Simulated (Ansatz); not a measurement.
`[SiH3]S[SiH2]Cl` + `[OH][GeH]([F])[SiH2]Cl` → `Cl[SiH2]S[SiH2]Cl` + `[OH][GeH]([F])[SiH3]`  (redistribution)

Calculated with Ansatz (gas phase, PBE0-D4/def2-TZVP geometries, no zero-point term in ΔE). CCSD(T)/CBS is the MP2 limit (def2-TZVPP, def2-QZVPP) plus CCSD(T) − MP2 in def2-TZVPP, frozen cores. Functionals use def2-TZVPP. B3LYP here is the variant with VWN-RPA as its local correlation; programs differ in this. For Ge outer-core shells are correlated without core-valence functions, which leaves a few kJ/mol of doubt a bond. Scalar relativity is left out up to krypton. One conformer a species, not always the lowest.

```csv
level,ΔE (kcal/mol),difference from CCSD(T)/CBS
PBE-D4,-2.3,0.3
r2SCAN-D4,-2.3,0.3
PBE0-D4,-2.5,0.1
B3LYP-D4,-2.7,-0.1
ωB97X-V,-2.5,0.1
ωB97M-V,-2.6,0.0
B2PLYP,-2.5,0.1
PBE,-2.1,0.5
r2SCAN,-2.3,0.3
PBE0,-2.2,0.4
B3LYP,-2.3,0.3
HF/def2-TZVPP,-2.2,0.4
MP2/def2-TZVPP,-2.8,-0.2
SCS-MP2/def2-TZVPP,-2.6,0.0
CCSD/def2-TZVPP,-2.5,0.1
CCSD(T)/def2-TZVPP,-2.6,0.0
HF/def2-QZVPP,-2.2,0.4
MP2/def2-QZVPP,-2.8,-0.2
SCS-MP2/def2-QZVPP,-2.6,0.0
HF/CBS(def2),-2.2,0.4
MP2/CBS(def2),-2.9,-0.3
CCSD/CBS(def2),-2.6,0.0
CCSD(T)/CBS,-2.6,0
```

Largest T1 diagnostic among the species: 0.013.
